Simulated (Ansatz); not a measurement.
Method: r2SCAN-D4/def2-SVP (Ansatz, a program for electronic structure). No frequencies were computed at this level.

Ansatz 0.2 input:
```yaml
crystal:
  periodic: [false, false, false]
  atoms:
    - { symbol: Hf, position_ang: [0.000001, 0.000001, 0.000001] }
    - { symbol: F, position_ang: [-0.293404, -1.72277, 0.512897] }
    - { symbol: F, position_ang: [1.496563, 0.078805, -1.034976] }
    - { symbol: F, position_ang: [-1.430192, 0.601391, -0.95392] }
    - { symbol: F, position_ang: [0.227035, 1.042576, 1.476002] }
basis:
  gaussian: { orbitals: def2-svp }
hamiltonian:
  xc: r2scan
  dispersion: d4
relax:
  max_steps: 150
```

Output:

```
Functional definition: r2SCAN
906 factors; their error is unknown
mean field evaluation 1: about -12164.0586 eV, gradient 6.6e1 eV
mean field evaluation 2: about -12135.6318 eV, gradient 1.5e2 eV
mean field evaluation 4: about -12170.6426 eV, gradient 1.8e0 eV
mean field evaluation 8: about -12170.6636 eV, gradient 2.8e-2 eV
mean field evaluation 16: about -12170.5799 eV, gradient 4.5e-5 eV
mean field -12170.57987891 eV, -447.2605610346 hartree, gradient 4.5e-5 eV, S^2 0.000000; 0 other end points of the search recorded, 0 dependent functions left out
reference -12170.57990585 eV, -447.2605620246 hartree; 24, 24 occupied and 64, 64 virtual orbitals, 906 factors
relax step   1: F+E_penalty+E_count = -12170.59793660 eV  Δ(F+E_penalty+E_count) = +0.000e0 eV  max|allowed force component| = 3.256e0 eV/Å  Δτ_max = 0.0000 Å  (25 SCF iters, accepted)
these checks for a lower state are left out or cut short: starts, cluster_reference, orbital_swaps, neighbouring_geometries, increment
906 factors; their error is unknown
mean field -12171.13551069 eV, -447.2809801258 hartree, gradient 2.7e-5 eV, S^2 0.000000; 0 other end points of the search recorded, 0 dependent functions left out
reference -12171.13553819 eV, -447.2809811366 hartree; 24, 24 occupied and 64, 64 virtual orbitals, 906 factors
relax step   2: F+E_penalty+E_count = -12171.15310679 eV  Δ(F+E_penalty+E_count) = -5.552e-1 eV  max|allowed force component| = 5.381e-2 eV/Å  Δτ_max = 0.0846 Å  (30 SCF iters, accepted)
these checks for a lower state are left out or cut short: starts, cluster_reference, orbital_swaps, neighbouring_geometries, increment
906 factors; their error is unknown
mean field evaluation 32: about -12171.1357 eV, gradient 2.6e-5 eV
mean field -12171.13571811 eV, -447.2809877486 hartree, gradient 2.6e-5 eV, S^2 0.000000; 0 other end points of the search recorded, 0 dependent functions left out
reference -12171.13574563 eV, -447.2809887598 hartree; 24, 24 occupied and 64, 64 virtual orbitals, 906 factors
relax step   3: F+E_penalty+E_count = -12171.15330509 eV  Δ(F+E_penalty+E_count) = -1.983e-4 eV  max|allowed force component| = 1.888e-3 eV/Å  Δτ_max = 0.0017 Å  (27 SCF iters, accepted)
906 factors; their error is unknown
mean field -12171.13571811 eV, -447.2809877486 hartree, gradient 2.6e-5 eV, S^2 0.000000; 1 other end points of the search recorded, 0 dependent functions left out
reference -12171.13574563 eV, -447.2809887598 hartree; 24, 24 occupied and 64, 64 virtual orbitals, 906 factors
Total energy: -12171.15333261 eV, -447.2816350693 hartree
Atom 0 at     0.000001     0.000001     0.000001 Å, force     0.000000    -0.000000    -0.000000 eV/Å
Atom 1 at    -0.307308    -1.804412     0.537203 Å, force    -0.000321    -0.001888     0.000562 eV/Å
Atom 2 at     1.567485     0.082540    -1.084023 Å, force     0.001640     0.000086    -0.001134 eV/Å
Atom 3 at    -1.497969     0.629891    -0.999126 Å, force    -0.001567     0.000659    -0.001045 eV/Å
Atom 4 at     0.237794     1.091983     1.545949 Å, force     0.000249     0.001143     0.001618 eV/Å
Dipole moment:     0.000000    -0.000000    -0.000000 e Å
```

Cost: very roughly 15 core-seconds.
